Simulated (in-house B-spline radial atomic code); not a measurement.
A run on Cr that did not converge. Method: non-relativistic wB97X, spin-polarised, spherical fractional occupations, point nucleus; computed with an all-electron radial atomic-structure program (B-spline basis).

Command:
```bash
python run_scf.py task.json out
```
Settings:
```
Z                24
configuration    [Ar] 3d5 4s0.75 4f0.25
hamiltonian      nr
method           wb97x
spin_polarised   True
```

First and last ten iterations of the last attempt (damped for 15 steps, keeping 80 % of the old Fock matrix, then DIIS):
```
 iter        energy (Eh)    residual
    1       -1034.776955    3.43e-01
    2       -1038.085365    4.43e-01
    3       -1040.996030    2.96e-01
    4       -1042.635223    1.95e-01
    5       -1043.517318    1.26e-01
    6       -1043.969136    8.12e-02
    7       -1044.179370    5.64e-02
    8       -1044.278707    3.80e-02
    9       -1044.324943    2.54e-02
   10       -1044.346777    1.77e-02
  111       -1044.372442    1.45e-04
  112       -1044.372426    1.48e-04
  113       -1044.372425    1.24e-04
  114       -1044.372432    1.36e-04
  115       -1044.372406    7.21e-05
  116       -1044.372414    9.57e-05
  117       -1044.372411    1.46e-04
  118       -1044.372410    1.04e-04
  119       -1044.372406    1.18e-04
  120       -1044.372404    1.08e-04
 not converged after 120 iterations
```

The smallest residual met was 3.4e-05; the threshold is about 2e-07. Over the last five steps the energy moves by less than 2e-05 hartree, but the orbitals didn't meet the threshold. Cost of the run: 6.1 s on 1 thread of Intel(R) Xeon(R) 6975P-C, with other jobs on the host.
